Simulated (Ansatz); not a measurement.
```xyz
11

O    -0.126   -0.703   -1.170
Ge    1.215   -0.611    0.165
C     0.257    0.832    0.963
Al   -1.276    0.587   -0.329
F    -2.514   -0.347    0.291
H    -0.368   -1.502   -1.642
H     1.209   -2.003    0.815
H     2.505   -0.372   -0.634
H     0.797    1.776    0.900
H    -0.008    0.627    2.001
H    -1.692    1.716   -1.360
```

The species carries charge 0 and has multiplicity 1. The bonds changed during the relaxation, so this is another structure than the one it started from.

Task: List the PBE0/def2-TZVPP orbital energies in eV (Ansatz). (An estimate is asked.)

Result: The calculation gave: Occupied: -10860.95, -1527.11, -1359.17, -1209.02, -1208.97, -1208.95, -671.82, -523.98, -277.82, -171.92, -121.83, -121.67, -121.62, -112.93, -73.00, -72.92, -72.87, -34.72, -34.57, -34.53, -34.44, -34.44, -30.82, -29.01, -19.47, -16.39, -14.81, -12.39, -11.96, -11.49, -11.16, -10.47, -10.36, -9.96, -9.62, -8.95, -7.45. Lowest empty: -0.84, 0.68, 0.81, 1.18, 1.37, 1.78, 2.07, 2.86.
